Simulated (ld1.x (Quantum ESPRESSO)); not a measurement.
## sulfur RRKJ: all-electron and pseudo phase curves

ld1.x (Quantum ESPRESSO) 7.5 input, shortened:

```
&input
   title='S', zed=16., rel=1, dft='WC', iswitch=3,
   config='[Ne] 3s1.75 3p4.25'
 /
 &inputp
   pseudotype=2, tm=.false., lloc=-1, rcloc=1.10,
   nlcc=.true.
 /
2
3S  1  0   1.75   0.00  1.20  1.20  0.0
3P  2  1   4.25   0.00  1.20  1.20  0.0
 &test
   configts(1)='3s1.75 3p4.25'
 /
```

The phase is arctan(r·u′/u) with u = r·R(r), unwrapped; energies in Ry, scanned from -3 to 5 Ry. A pole is an energy at which the radial function vanishes at the test radius. The pseudo phase is shifted by a multiple of π to meet the all-electron one at the reference energy, and phase errors are pseudo minus all-electron; the curves can meet again beyond the range given. Levels narrower than the energy grid can be missing from the lists of poles.

```tsv
channel	radius (bohr)	reference energy (Ry)	poles, all-electron	poles, pseudo	unbroken range about the reference energy with phases within 0.05 rad	phase error 1 Ry above the reference energy (rad)
s	1.29	-1.28	none	3.38	below 0.4	-0.018
p	1.29	-0.52	none	none	below 1.4	-0.012
```

Phases in the p channel:

| E (Ry) | all-electron | pseudo |
| --- | --- | --- |
| -3.00 | 1.050 | 1.041 |
| -2.76 | 1.026 | 1.018 |
| -2.52 | 1.000 | 0.992 |
| -2.28 | 0.970 | 0.963 |
| -2.04 | 0.937 | 0.931 |
| -1.80 | 0.899 | 0.894 |
| -1.56 | 0.857 | 0.853 |
| -1.32 | 0.808 | 0.805 |
| -1.08 | 0.752 | 0.750 |
| -0.84 | 0.688 | 0.687 |
| -0.60 | 0.613 | 0.613 |
| -0.36 | 0.527 | 0.527 |
| -0.12 | 0.429 | 0.427 |
| 0.12 | 0.317 | 0.312 |
| 0.36 | 0.191 | 0.182 |
| 0.60 | 0.053 | 0.037 |
| 0.84 | -0.091 | -0.117 |
| 1.08 | -0.238 | -0.273 |
| 1.32 | -0.381 | -0.426 |
| 1.56 | -0.514 | -0.569 |
| 1.80 | -0.635 | -0.697 |
| 2.04 | -0.743 | -0.810 |
| 2.28 | -0.837 | -0.909 |
| 2.52 | -0.918 | -0.993 |
| 2.76 | -0.989 | -1.066 |
| 3.00 | -1.050 | -1.129 |
| 3.24 | -1.103 | -1.184 |
| 3.48 | -1.150 | -1.232 |
| 3.72 | -1.191 | -1.275 |
| 3.96 | -1.228 | -1.312 |
| 4.20 | -1.260 | -1.346 |
| 4.44 | -1.289 | -1.377 |
| 4.68 | -1.315 | -1.405 |
| 4.92 | -1.338 | -1.430 |
